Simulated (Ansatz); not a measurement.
System: 2,2,2-trifluoroacetaldehyde, C₂HF₃O (charge 0, singlet). 
Geometry from a B3LYP-D3(BJ)/def2-TZVP (Ansatz, a program for electronic structure) optimisation:
SMILES: C(C(F)(F)F)=O
```xyz
7

O      1.7267    -0.8687    -0.6764
C      1.1817     0.1035    -0.2544
C     -0.3170     0.1282     0.1148
F     -0.4462     0.4647     1.4121
F     -0.9157    -1.0378    -0.0890
F     -0.9367     1.0716    -0.6193
H      1.6852     1.0729    -0.0863
```

Wanted: atomisation energy (electronic, to ground-state atoms), in kJ/mol. Valence correlation only, unless marked. Open shells are spin-unrestricted. Spin-orbit coupling is left out. No relativistic terms. The coupled-cluster limit lacks core correlation, which all-electron functionals hold. Basis-set limits of correlation are two-point, X^-3; Hartree-Fock from the larger set. The bracket is a focal-point correction in the basis named.

```csv
level,program,atomisation energy (kJ/mol)
HF/6-31G*,Ansatz,1952.4
HF/cc-pVTZ,Ansatz,1957.4
```

What does RI-MP2/CBS(aug-cc-pVTZ,aug-cc-pVQZ)+[CCSD(T)-MP2]/aug-cc-pVTZ (Ansatz) give?

2975.7 kJ/mol
